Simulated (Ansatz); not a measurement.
The cluster Cd₄O₄⁻, 8 atoms. Hardware: 4 threads of Arm Neoverse N1 on a shared host.

In the def2 sets Cd takes a core potential; there is no spin–orbit coupling. Correlated methods freeze 4 core orbitals; core or outer-core shells of Cd are correlated, in sets that lack core-valence functions.

(1) How many basis functions does each of these Ansatz runs have, and roughly what does it cost? HF/def2-TZVPD, charge -1 doublet, energy, from earlier orbitals; PBE0-D4/def2-TZVPD, charge -1 doublet, energy, from earlier orbitals; PBE-D4/def2-TZVPD, charge -1 doublet, energy and forces, from earlier orbitals; B2PLYP/def2-TZVPD, charge -1 doublet, energy, from earlier orbitals; HF/STO-3G, charge -1 doublet, energy; PBE-D4/def2-SVP, charge -1 doublet, energy with a search over starts; r2SCAN-D4/def2-TZVPD, charge -1 doublet, energy, from earlier orbitals; PBE-D4/def2-SVPD, charge -1 doublet, relaxation, 18 steps; RPA@PBE/def2-SVPD, charge -1 doublet, energy, from earlier orbitals; MP2/def2-SVPD, charge -1 doublet, energy, from earlier orbitals; LDA (SPW92)/def2-TZVPD, charge -1 doublet, energy, from earlier orbitals.

## Answers

(1) Other jobs shared the machine, so times can vary by a factor of up to 3. A dash marks memory too small to be measured apart from the calling script's.

```json
{"run": "LDA (SPW92)/def2-TZVPD, charge -1 doublet, energy, from earlier orbitals", "functions": "320", "fitting or Cholesky vectors": "2212", "wall time": "14 s", "peak host memory (GiB)": "0.72"}
{"run": "PBE-D4/def2-TZVPD, charge -1 doublet, energy and forces, from earlier orbitals", "functions": "320", "fitting or Cholesky vectors": "2212", "wall time": "28 s", "peak host memory (GiB)": "0.74"}
{"run": "HF/STO-3G, charge -1 doublet, energy", "functions": "128", "fitting or Cholesky vectors": "1746", "wall time": "36 s", "peak host memory (GiB)": "1.3"}
{"run": "PBE-D4/def2-SVP, charge -1 doublet, energy with a search over starts", "functions": "180", "fitting or Cholesky vectors": "1804", "wall time": "38 s", "peak host memory (GiB)": "–"}
{"run": "MP2/def2-SVPD, charge -1 doublet, energy, from earlier orbitals", "functions": "228", "fitting or Cholesky vectors": "2226", "wall time": "45 s", "peak host memory (GiB)": "1.3"}
{"run": "RPA@PBE/def2-SVPD, charge -1 doublet, energy, from earlier orbitals", "functions": "228", "fitting or Cholesky vectors": "2226", "wall time": "52 s", "peak host memory (GiB)": "1.2"}
{"run": "PBE0-D4/def2-TZVPD, charge -1 doublet, energy, from earlier orbitals", "functions": "320", "fitting or Cholesky vectors": "2501", "wall time": "55 s", "peak host memory (GiB)": "1.9"}
{"run": "r2SCAN-D4/def2-TZVPD, charge -1 doublet, energy, from earlier orbitals", "functions": "320", "fitting or Cholesky vectors": "2212", "wall time": "62 s", "peak host memory (GiB)": "0.89"}
{"run": "HF/def2-TZVPD, charge -1 doublet, energy, from earlier orbitals", "functions": "320", "fitting or Cholesky vectors": "2501", "wall time": "65 s", "peak host memory (GiB)": "1.8"}
{"run": "B2PLYP/def2-TZVPD, charge -1 doublet, energy, from earlier orbitals", "functions": "320", "fitting or Cholesky vectors": "2501", "wall time": "2.4 min", "peak host memory (GiB)": "2.1"}
{"run": "PBE-D4/def2-SVPD, charge -1 doublet, relaxation, 18 steps", "functions": "228", "fitting or Cholesky vectors": "1988", "wall time": "4 min", "peak host memory (GiB)": "–"}
```
